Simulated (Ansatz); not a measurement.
Geometry optimisation, RKS PBE0/6-31G* in Ansatz.

input.yaml

```yaml
crystal:
  periodic: [false, false, false]
  atoms:
    - { symbol: Al, position_ang: [0.0, 0.0, 0.0] }
    - { symbol: O, position_ang: [0.0, 0.0, 2.13] }
    - { symbol: H, position_ang: [-0.9095, -0.2814, 2.4671] }
    - { symbol: H, position_ang: [1.351, 0.0, -0.78] }
    - { symbol: H, position_ang: [-1.351, 0.0, -0.78] }
    - { symbol: O, position_ang: [0.0932, 1.9717, 0.6559] }
    - { symbol: Al, position_ang: [0.7263, 2.4933, 2.2356] }
    - { symbol: H, position_ang: [1.2212, 1.4323, 3.2665] }
    - { symbol: H, position_ang: [0.7864, 4.0116, 2.5891] }
    - { symbol: H, position_ang: [0.0589, 1.2457, 1.7601] }
basis:
  gaussian: { orbitals: "6-31G*" }
hamiltonian:
  xc: pbe0
relax:
  f_tol: 0.15
  max_steps: 25
  restrain:
    - { distance: [0, 5], at: 2.98, k: 30.0 }
    - { distance: [9, 1], at: 2.21, k: 30.0 }
    - { distance: [0, 1], at: 1.78, k: 30.0 }
    - { distance: [9, 5], at: 1.01, k: 30.0 }
output:
  orbitals: {}
```

Command:

```bash
$ ansatz run input.yaml --threads 1 --pin off --max-ram 2048MiB --backend cpu --events-out ev --progress --plain --runs-dir out
```

Task: Where does it end, and by what steps?

Result: The run converged. The restraints hold the end off the free minimum. After 11 steps the energy has fallen by 2.932 eV (the restraints' own energy left out); H8 moved furthest, 1.25 Å. Parted: Al1–O6 (2.08 → 2.97 Å), Al7–H10 (1.49 → 2.29 Å). Joined: O6–H10 (1.32 → 0.99 Å).

```tsv
step	energy less start (eV)	largest force component (eV/Å)	accepted
0	0.0000	4.532	yes
1	-0.3798	4.203	yes
2	-0.7118	2.816	yes
3	-1.3950	1.909	yes
4	-2.0778	1.669	yes
5	-2.4187	1.386	yes
6	-2.5658	1.214	yes
7	-2.6905	0.928	yes
8	-2.7783	0.757	yes
9	-2.8174	0.888	yes
10	-2.8259	1.250	yes
11	-2.9325	0.960	yes
```

```xyz
10
Properties=species:S:1:pos:R:3
Al -0.077 -0.245 -0.131
O -0.351 -0.859 1.497
H -1.248 -1.150 1.702
H 1.442 -0.050 -0.542
H -1.327 -0.139 -1.110
O -0.154 2.109 1.674
Al 1.024 3.048 2.523
H 1.566 2.453 3.899
H 1.438 4.452 1.899
H -0.335 1.253 2.133
```

Time of the run: 29 s on 1 thread of Intel(R) Xeon(R) 6975P-C (Granite Rapids), on a shared host, peak memory 0.17 GiB.
